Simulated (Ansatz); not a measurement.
`C[NH][Ga]([NH2])[F]` and `[NH2][Ga]([F])[F]` differ in one atom or group.

Ansatz, PBE0-D4/def2-TZVP geometries, multiplicity 1. Each molecule was computed in one conformer, which needn't be the lowest.

Scalar relativity is left out up to krypton.

| property | `C[NH][Ga]([NH2])[F]` |
| --- | --- |
| HOMO energy (PBE/def2-TZVPP) / eV | -5.39 |
| size of the dipole moment (ωB97M-V/def2-TZVPP) / D | 2.80 |
| HOMO–LUMO gap (PBE0/def2-TZVPP) / eV | 6.53 |
| size of the dipole moment (PBE/def2-TZVPP) / D | 2.77 |
| HOMO energy (B3LYP/def2-TZVPP) / eV | -6.55 |
| HOMO–LUMO gap (ωB97M-V/def2-TZVPP) / eV | 10.54 |

What does the change do to each property? (Estimate.)

The calculation gave: 
```json
{"property": "HOMO energy (PBE/def2-TZVPP) / eV", "`[NH2][Ga]([F])[F]`": "-6.86", "shift": "-1.47"}
{"property": "size of the dipole moment (ωB97M-V/def2-TZVPP) / D", "`[NH2][Ga]([F])[F]`": "3.24", "shift": "0.44"}
{"property": "HOMO–LUMO gap (PBE0/def2-TZVPP) / eV", "`[NH2][Ga]([F])[F]`": "7.18", "shift": "0.65"}
{"property": "size of the dipole moment (PBE/def2-TZVPP) / D", "`[NH2][Ga]([F])[F]`": "3.23", "shift": "0.46"}
{"property": "HOMO energy (B3LYP/def2-TZVPP) / eV", "`[NH2][Ga]([F])[F]`": "-8.10", "shift": "-1.55"}
{"property": "HOMO–LUMO gap (ωB97M-V/def2-TZVPP) / eV", "`[NH2][Ga]([F])[F]`": "11.41", "shift": "0.87"}
```

With PBE0 the HOMO falls by 1.56 eV and the LUMO falls by 0.91 eV, so the gap widens by about 0.65 eV. PBE moves the HOMO by -1.47 eV and ωB97M-V by -1.63 eV. The zero-point energy changes by -136.0 kJ/mol with -15 modes. Dipoles are sizes alone; their direction can turn.

Positive LUMOs are unbound, so they and the gaps depend on the basis.

B3LYP here is the variant with VWN-RPA as its local correlation; programs differ in this.
